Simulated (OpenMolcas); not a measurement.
Os4+ among 6 point charges of -1.2 e arranged as a tetragonal octahedron (D4h), 1.81 Å from the ion, with the axial distance 1.828 Å.

* Program: OpenMolcas 26.06
* Method: CASSCF
* Basis: ANO-RCC-VDZP [7s6p4d2f1g]
* Scalar Hamiltonian: DKH2, point nucleus
* Active space: 4 electrons in 5 orbitals (5d)
* State averaging: 2S+1 = 5 even, 5 roots; 2S+1 = 3 even, 45 roots; 2S+1 = 1 even, 50 roots
* Spin-orbit coupling: RASSI with atomic mean-field integrals over the reference wave functions

**Question.** What is the spin-free ground state (labels of D4, the rotations of D4h)?

**Answer.** 5B1, 1-fold in its orbital part, 100 % from free-ion D terms; it has the highest spin that d4 allows.

**Question.** Where is the first state of the same spin?

**Answer.** 5A1 at 651 cm-1 above the ground state.

**Question.** What are the lowest two levels with spin-orbit coupling?

**Answer.** A 1-fold level A1, then a 1-fold level A2 4258 cm-1 above it. Their leading multiplicities are 5 (56 %) and 5 (78 %).

**Question.** What is χT at 300 K?

**Answer.** 0.09 cm3 K/mol.

Spin-orbit coupling mixes the spin-free states strongly: the lowest level takes only 23 % from its leading state, 5B1. Without dynamic correlation the repulsion within the d shell is too large (B by tens of per cent), so at a given field states of lower spin stand too high. This shell can be high or low spin here, a state of another spin lies low, and with metal d orbitals alone active their balance is uncertain, so the ground spin may be wrong. Point charges give a weaker field than real ligands, and real ions of this kind are as a rule low spin; the high spin found here belongs to the model. Point charges carry no covalency, so the field is a model and not that of real ligands. No measured value stands beside these numbers.
